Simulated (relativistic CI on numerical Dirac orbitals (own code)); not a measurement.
## Cr2+ in a cubic cluster: L2,3 absorption with charge transfer

Computed with a charge-transfer multiplet model of a cubic metal-ligand cluster with up to one ligand hole, Slater and spin-orbit integrals from Dirac-Coulomb-Breit ions, Slater integrals scaled by 0.8. The ground state mixes d4 with configurations of k ligand holes L, whose averages lie at kΔ + k(k − 1)U_dd/2; a core hole lowers each added d electron by U_cd. 300 K, Lorentzian 0.4 eV and Gaussian 0.3 eV FWHM.

Atomic integrals in eV (Slater integrals scaled, ζ unscaled), ground: F2dd 7.675, F4dd 4.768, zeta_d 0.027; with the core hole: F2dd 8.366, F4dd 5.204, zeta_d 0.040, zeta_core 5.624, F2cd 4.703, G1cd 3.430, G3cd 1.946.

Cluster parameters (eV): Δ = 4.5, U_cd = 6.8, 10Dq = 0.35, 10Dq(ligand) = 0.8, V(eg) = 1.9, V(t2g) = -1.03, final-state hopping factor = 1.

| Case | n_d | d4 | d5L | S |
| --- | --- | --- | --- | --- |
| U_dd = 3.2 eV | 4.27 | 0.73 | 0.27 | 2.00 |
| U_dd = 5.3 eV | 4.27 | 0.73 | 0.27 | 2.00 |
| U_dd = 7.4 eV | 4.27 | 0.73 | 0.27 | 2.00 |

Weights, n_d and S are thermal averages at 300 K. Photon energies count from the first peak over 30 % of the highest in each spectrum, which can be another peak from case to case. The parameters are a model scan and need not match a compound or its usual spin state. Peaks in eV (height, largest 100):
- U_dd = 3.2 eV: 0.0 (100), 0.7 (67), 3.2 (15), 6.2 (15), 8.0 (27), 9.8 (39)
- U_dd = 5.3 eV: -3.0 (5), 0.0 (100), 0.8 (83), 4.4 (8), 5.9 (17), 6.9 (22), 8.1 (23), 9.8 (40)
- U_dd = 7.4 eV: -3.2 (5), -2.4 (6), 0.0 (100), 0.9 (82), 5.6 (17), 6.7 (22), 7.9 (23), 9.7 (40)

For the case U_dd = 5.3 eV, Δ = 4.5 eV is smaller than U_dd = 5.3 eV, the charge-transfer side of the Zaanen-Sawatzky-Allen scheme. With the core hole the configuration with one ligand hole lies at Δ + U_dd − U_cd = 0.9, 3.0, 5.1 eV from the one without, in the order of the table; where this is negative the screened configuration lies lower, though the effective hopping of about 3.6 eV (from the holes of the mixed ground state) mixes the two strongly wherever it is as large as the gap.

With at most 1 ligand hole the space is cut while the next configuration still counts, so covalency is underestimated, and a final configuration with one more ligand hole, which can lie low, is missing from the spectra.
